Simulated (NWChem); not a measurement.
System: Si3H7, doublet; SMILES [SiH3][SiH][SiH3]

Output (shortened):

```
             Northwest Computational Chemistry Package (NWChem) 7.3.0
             --------------------------------------------------------

                             Geometry "geometry" -> ""
                             -------------------------

 Output coordinates in angstroms (scale by  1.889725989 to convert to a.u.)

  No.       Tag          Charge          X              Y              Z
 ---- ---------------- ---------- -------------- -------------- --------------
    1 Si                  14.0000     0.35149500    -0.00276200     1.99230100
    2 Si                  14.0000    -0.85133900     0.16249200     0.00000000
    3 Si                  14.0000     0.35149500    -0.00276200    -1.99230100
    4 H                    1.0000     0.85498100    -1.39299400     2.23495000
    5 H                    1.0000     1.52527600     0.92084900     1.92075600
    6 H                    1.0000    -0.51431000     0.39480400     3.14465800
    7 H                    1.0000    -2.11452900    -0.64361100     0.00000000
    8 H                    1.0000     0.85498100    -1.39299400    -2.23495000
    9 H                    1.0000    -0.51431000     0.39480400    -3.14465800
   10 H                    1.0000     1.52527600     0.92084900    -1.92075600

 Effective nuclear repulsion energy (a.u.)     180.8926108977

                              NWChem Property Module
                              ----------------------

  itol2e modified to match energy
  convergence criterion.

                                 NWChem DFT Module
                                 -----------------

 Summary of "ao basis" -> "ao basis" (spherical)
 ------------------------------------------------------------------------------
       Tag                 Description            Shells   Functions and Types
 ---------------- ------------------------------  ------  ---------------------
 Si                          6-31g*                  8       18   4s3p1d
 H                           6-31g*                  2        2   2s

  itol2e modified to match energy
  convergence criterion.

[...]

          ----------------------
          Hyperfine Interactions
          ----------------------

 Total Spin Density (Fermi Contact Term)
 ------------------ --------------------
     Atom            x         y         z       Density (a.u.)      Aiso(MHz)     Aiso(Gauss)
     1  29-Si     0.66423  -0.00522   3.76490       0.000839         -0.745852      -0.266138
     2  29-Si    -1.60880   0.30707   0.00000       0.302107       -268.490759     -95.804017
     3  29-Si     0.66423  -0.00522  -3.76490       0.000839         -0.745852      -0.266138
     4   1-H      1.61568  -2.63238   4.22344       0.014237         63.638949      22.707921
     5   1-H      2.88235   1.74015   3.62970      -0.000368         -1.642787      -0.586186
     6   1-H     -0.97190   0.74607   5.94254       0.000716          3.199473       1.141649
     7   1-H     -3.99588  -1.21625   0.00000      -0.002061         -9.212451      -3.287226
     8   1-H      1.61568  -2.63238  -4.22344       0.014237         63.638950      22.707921
     9   1-H     -0.97190   0.74607  -5.94254       0.000716          3.199473       1.141650
    10   1-H      2.88235   1.74015  -3.62970      -0.000368         -1.642787      -0.586186

           -------------------------------------------
           Anisotropic Interaction (Spin-Dipolar Term)
           -------------------------------------------

 ------------------------------------------------------------
     Atom            x         y         z
 ------------------------------------------------------------
     1  29-Si     0.66423  -0.00522   3.76490

   Spin-Dipolar term (a.u.)
        xx             yy             zz             xy             xz             yz
 ------------------------------------------------------------------------------------------
       0.001329      -0.027532       0.026203       0.016628       0.009409       0.014054

   Principal Comp. of -hf- tensor (au)            Anisotropic -hfcc- (MHz)               Anisotropic -hfcc- (Gauss)
 --------------------------------------------------------------------------------------------------------------------------
      0.001270    -0.036475     0.035205      -0.134716     3.869420    -3.734704      -0.048070     1.380703    -1.332633

   Orientation of the principal axis of Hyperfine Tensor w.r.t absolute (molecular) frame
 --------------------------------------------------------------------------------------------------------------------------
      0.845485    -0.366303     0.388559
      0.260715     0.918180     0.298284
     -0.466029    -0.150891     0.871808

 ------------------------------------------------------------
     Atom            x         y         z
 ------------------------------------------------------------
     2  29-Si    -1.60880   0.30707   0.00000

   Spin-Dipolar term (a.u.)
        xx             yy             zz             xy             xz             yz
 ------------------------------------------------------------------------------------------
      -0.483313       1.231449      -0.748135      -0.725243       0.000000      -0.000000

   Principal Comp. of -hf- tensor (au)            Anisotropic -hfcc- (MHz)               Anisotropic -hfcc- (Gauss)
 --------------------------------------------------------------------------------------------------------------------------
     -0.748911     1.497046    -0.748135      79.447492  -158.812727    79.365235      28.348793   -56.668234    28.319442

[...]
```

Level: CAM-B3LYP/6-31G* (spherical d), spin-unrestricted, contact and dipolar terms. In the optimisation the excess spin sits in a' (Cs, its own frame). Coordinates come from a PBE0/def2-SVP, spin-unrestricted optimisation. No stability test was run on the SCF state.

Task: Which NWChem input produces such a log?

Result: This is not unique; one that fits is the input that was run:
```
start job
memory heap 200 mb stack 900 mb global 1100 mb
geometry units angstroms noautosym nocenter noautoz
  Si     0.351495    -0.002762     1.992301
  Si    -0.851339     0.162492     0.000000
  Si     0.351495    -0.002762    -1.992301
  H      0.854981    -1.392994     2.234950
  H      1.525276     0.920849     1.920756
  H     -0.514310     0.394804     3.144658
  H     -2.114529    -0.643611     0.000000
  H      0.854981    -1.392994    -2.234950
  H     -0.514310     0.394804    -3.144658
  H      1.525276     0.920849    -1.920756
end
basis spherical
  Si library 6-31g*
  H library 6-31g*
end
dft
  odft
  mult 2
  xc xcamb88 1.00 lyp 0.81 vwn_5 0.19 hfexch 1.00
  cam 0.33 cam_alpha 0.19 cam_beta 0.46
  iterations 150
end
property
  hyperfine
end
task dft property
```
